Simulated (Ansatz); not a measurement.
```xyz
11

C     0.960    1.116    0.021
N    -0.104    0.159   -0.022
C     0.230   -1.239    0.109
S    -1.386   -2.114    0.005
Ga   -1.918    0.021   -0.197
H     1.509    1.080    0.972
H     1.689    0.958   -0.787
H     0.558    2.125   -0.090
H     0.882   -1.599   -0.697
H     0.701   -1.477    1.072
H    -3.120    0.969   -0.385
```

Total charge 0; spin multiplicity 1.

List the r2SCAN/def2-TZVPP orbital energies in eV (the Gaussian-basis code of Ansatz). (Best estimate.)

Ansatz gave: Occupied: -10122.29, -2408.58, -1244.48, -1100.90, -1100.83, -1100.80, -385.26, -274.59, -273.76, -212.99, -157.07, -156.97, -156.87, -148.10, -101.00, -100.83, -100.75, -23.88, -20.82, -20.55, -20.51, -20.49, -20.47, -19.42, -16.70, -15.52, -12.01, -11.79, -11.55, -10.44, -10.25, -8.89, -7.92, -7.18, -5.95, -5.43. Lowest empty: -1.18, -0.67, -0.15, 0.93, 1.57, 2.29, 3.11, 3.17.
